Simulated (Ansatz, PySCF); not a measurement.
Process, species as SMILES: BrI + [H][H] (H2) -> Br (HBr) + I (HI)
Structures are relaxed separately at B3LYP-D3(BJ)/def2-TZVP in Ansatz (a program for electronic structure).

Quantity: energy of full hydrogenation (0 K, with B3LYP-D3(BJ) harmonic zero-point energies from PySCF), in kJ/mol. Cores are frozen in the correlated levels unless marked. No spin-orbit coupling. Frozen are the shells of the preceding noble gas and the d and f shells that filled before the atom's block. Past Kr the def2 sets carry scalar-relativistic core potentials. CBS(X,Y): correlation extrapolated as X^-3; Hartree-Fock from the larger set. [CCSD(T)-MP2]/basis is that difference in the basis named.

```csv
level,program,energy of full hydrogenation (kJ/mol),minus last row
HF/def2-TZVPP,Ansatz,-75.4,-20.9
M06-L-D4/def2-TZVPD,PySCF + dftd4,-58.0,-3.5
r2SCAN-D3(BJ)/def2-TZVPD,Ansatz + dftd3,-54.5,0.0
B97M-V/def2-TZVPD,Ansatz,-59.0,-4.5
PBE0/def2-TZVP,Ansatz,-57.5,-3.0
TPSSh-D3(BJ)/def2-TZVPD,PySCF + dftd3,-41.3,13.2
PW6B95/def2-TZVPD,PySCF,-51.7,2.8
CAM-B3LYP-D3(BJ)/def2-TZVPD,Ansatz + dftd3,-60.8,-6.3
wB97M-V/def2-TZVPD,Ansatz,-59.0,-4.5
B2PLYP/def2-TZVPD,Ansatz,-54.6,-0.1
MP2/def2-QZVPPD,Ansatz,-55.9,-1.4
CCSD(T)/def2-SVPD,Ansatz,-88.3,-33.8
CCSD(T)/def2-QZVPPD,Ansatz,-57.5,-3.0
"RI-MP2/CBS(def2-TZVPPD,def2-QZVPPD)+[CCSD(T)-MP2]/def2-SVPD",Ansatz,-53.3,1.2
"CCSD(T)/CBS(def2-TZVPPD,def2-QZVPPD)",Ansatz,-54.5,0.0
```
